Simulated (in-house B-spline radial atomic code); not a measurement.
Configurations of Ce VI (Ce5+), with energies counted from [Kr] 4d10 5s2 5p5. Level of theory: scalar-relativistic (X2C) TPSSh, spin-polarised, spherical fractional occupations, Fermi nucleus of rms radius 4.8771 fm; calculated with a radial B-spline atomic code at the basis-set limit. Shells without spins written out take the highest spin.

Caution: exact exchange at fractional occupations of open shells leaves self-interaction of up to several eV.

Occupations are held fixed; configurations that lie above the ionisation limit could autoionise.

```tsv
configuration	E - E(ref) (eV)	highest orbital	its <r> (bohr)
[Kr] 4d10 5s(0 up, 1 down) 5p6	19.362	5p up	1.604
[Kr] 4d10 5s2 5p4 6d1	50.417	6d up	3.918
[Kr] 4d10 5s2 5p4 6f1	59.458	6f up	5.253
[Kr] 4d10 5s1 5p5 6f1	79.632	6f up	5.236
[Kr] 4d9 5s2 5p5 5f1	152.38	5f up	2.893
[Kr] 4d9 5s2 5p5 6f1	163.29	6f up	5.163
[Ar] 3d9 4s2 4p6 4d10 5s2 5p5 6f1	945.34	6f up	5.117
```

Q: Order these further configurations by energy, lowest first.
A. [Kr] 4d(4 up, 5 down) 5s2 5p(3 up, 2 down) 6s(0 up, 1 down)
B. [Ar] 3d(4 up, 5 down) 4s2 4p6 4d10 4f(1 up, 0 down) 5s2 5p(2 up, 3 down)
C. [Kr] 4d10 5s2 5p4 5d1
D. [Kr] 4d10 5s1 5p5 6d1
E. [Kr] 4d9 4f1 5s2 5p5

A: C (25.093 eV), D (70.573 eV), E (109.59 eV), A (138.94 eV), B (890.15 eV).

Q: How far above the reference does [Kr] 4d(5 up, 4 down) 5s2 5p(2 up, 3 down) 5f(0 up, 1 down) lie?

A: 152.66 eV; its least bound orbital is 5f down with <r> = 2.902 bohr.

Q: How far above the reference does [Ar] 3d10 4s2 4p5 4d10 4f1 5s2 5p5 lie?

A: 212.85 eV; its least bound orbital is 4f up with <r> = 0.9245 bohr.
